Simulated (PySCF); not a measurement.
**Structure from 2D NMR**

Compound of formula C₂H₁₁O₂PSi₃. Correlations simulated from computed shifts and the bond graph:

HSQC (one-bond C–H):
```csv
δH,δC
3.99,53.5
```

HMBC (two and three bonds, from the bond graph):
```csv
δH,δC
4.58,192.9
3.99,192.9
```

Carbons without hydrogens: δ 192.9.

Calculated, not measured (PySCF): GIAO PBE0/pcSseg-1 shieldings, GFN2-xTB geometry. Fast rotation and ring inversion assumed for equivalent nuclei, non-relativistic, no solvent, one computed conformer.

References, each an isolated molecule treated in the same way: ¹H (σ = 31.72 ppm), ¹³C (σ = 186.93 ppm) against TMS.

Exchangeable hydrogens are left out of these lists.

Assemble the structure.

## Answers

`COC(=O)[SiH2]P([SiH3])[SiH3]`.

Numbering as in the mapped SMILES `[CH3:1][O:2][C:3](=[O:4])[SiH2:5][P:6]([SiH3:7])[SiH3:8]`. Hydrogens are named by the atom that carries them.

δC 192.9 is C3, a carbonyl carbon. δC 53.5 is C1, a methyl carbon bonded to O (δH 3.99). HMBC from δH 4.58 reaches the proton-free carbon C3. HMBC from δH 3.99 reaches the proton-free carbon C3.

The shifts were computed for this structure.

Shifts are as computed. Against solution values, carbons near 30 ppm lie about +3 ppm off and those near 130 ppm about +5 ppm. Of 1309 compounds with measured shifts, 239 miss one by over three times the rms of a fit or turn the order of signals round; such compounds aren't used in these exercises.
